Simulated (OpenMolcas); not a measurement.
**V2+: effect of the metal basis**

V2+ with its 6 nearest fluoride ions at 2.07 Å, on the Li site of LiF (a = 4.028 Å, distance in the model lattice 2.014 Å). The rest of the host is ab initio model potentials to 7.6 Å and point charges beyond; the distance is set by hand and nothing relaxes, and no local charge compensation is placed.

- Program: OpenMolcas 26.06
- Method: CASSCF
- Spin-orbit coupling: RASSI with atomic mean-field integrals over the reference wave functions

Fixed: ligand basis ANO-RCC-VDZP, active space 3 electrons in 5 orbitals (3d), DKH2 Hamiltonian.

States (labels of O, the rotations of Oh). Energies in cm-1 above the lowest state or level, χT in cm3 K/mol; 10Dq and B are least-squares fits to the states below 45000 cm-1, weighted by degeneracy, with a free offset, and given where the rms deviation is under 5 % of |10Dq| (or 100 cm-1) and under 700 cm-1.

| Run | Metal basis | Ground state | First state of that spin | 10Dq | B (rms of fit) | First gap with spin-orbit (degeneracies) | χT at 300 K | First state of another spin | Cost |
| --- | --- | --- | --- | --- | --- | --- | --- | --- | --- |
| A | ANO-RCC-VDZP | 4A2 | 4T2 13641 | 13899 | 961 (170) | 13573 (4, 2) | 1.859 | 2E 16637 | roughly 14 core-seconds |
| B | ANO-RCC-VTZP | 4A2 | 4T2 12867 | 13267 | 948 (192) | 12799 (4, 2) | 1.859 | 2E 16603 | roughly 22 core-seconds |

Against A, |10Dq| changes by -4.5 % in B.

Costs are those of the RASSCF and RASSI steps.

Without dynamic correlation the repulsion within the d shell is too large (B by tens of per cent), so at a given field states of lower spin stand too high. Ligand-to-metal charge-transfer states are missing. With no ligand orbital active B as a rule stays too high, so bands that hang on it stand too high and its fall with covalency is understated. With metal d orbitals alone and no dynamic correlation 10Dq can be off by a tenth to a fifth, either way, in oxide and fluoride hosts. No measured value stands beside these numbers; the geometry was set by hand and not optimised.
